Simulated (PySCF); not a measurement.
## Radial density of Sc (scandium, neutral)

UHF, [Ar] 3d1 4s2, 2D determinant. Calculation: PySCF 2.14, in 6-31G*; the non-relativistic Hamiltonian (point nucleus).

```csv
r (bohr),4πr²ρ (e/bohr),4πr²(ρα − ρβ)
0.00136,0.1336,0.0000
0.00229,0.3689,0.0000
0.00385,0.9843,0.0000
0.00648,2.481,0.0000
0.0109,5.848,0.0001
0.0183,12.11,0.0002
0.0308,20.46,0.0003
0.0519,24.73,0.0002
0.0873,20.15,-0.0002
0.147,19.78,0.0016
0.247,26.28,0.0243
0.415,13.58,0.1392
0.698,7.331,0.4037
1.17,7.678,0.5529
1.98,1.808,0.3485
3.32,0.7098,0.0942
5.59,0.2190,-0.0090
9.40,0.009068,-0.0013
```

(1) Where is the radial spin density 4πr²(ρα − ρβ) most negative, and why is it negative at all?

Answers

(1) Around r = 5.59 bohr, down to -0.0090 e/bohr: exchange with the open shell polarises the paired shells in an unrestricted calculation.
